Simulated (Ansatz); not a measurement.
Constitutional and geometric isomers with formula C2H6O2. Isolated molecules, 0 K electronic values unless said otherwise. One relaxed conformer stands for each flexible species; it need not be the lowest. Strings in code marks are SMILES.

Quantity: electronic energy of isomers of C2H6O2 relative to `CC(O)O` (O–C–O–H torsion 74°, O–C–O–H torsion -74°), in kcal/mol.

Case: `COCO` (C–O–C–O torsion 68°, O–C–O–H torsion 64°). Geometry of `COCO` (neutral, multiplicity 1, Å):

```xyz
10

C      1.3247    -0.0878    -0.2110
O      0.0805    -0.4730    -0.7499
C     -0.9767    -0.3159     0.1395
O     -1.2674     1.0203     0.4295
H      1.5756    -0.6960     0.6681
H      1.3289     0.9673     0.0787
H      2.0752    -0.2535    -0.9832
H     -0.7486    -0.7791     1.1077
H     -1.8273    -0.8238    -0.3266
H     -1.5648     1.4414    -0.3827
```

Q: What electronic energy of isomers of C2H6O2 relative to `CC(O)O` (O–C–O–H torsion 74°, O–C–O–H torsion -74°) does frozen-core CCSD(T)/6-31g // PBE0-D3(BJ)/def2-TZVP (Ansatz, a quantum-chemistry and plane-wave program) give?

A: 12.0 kcal/mol.
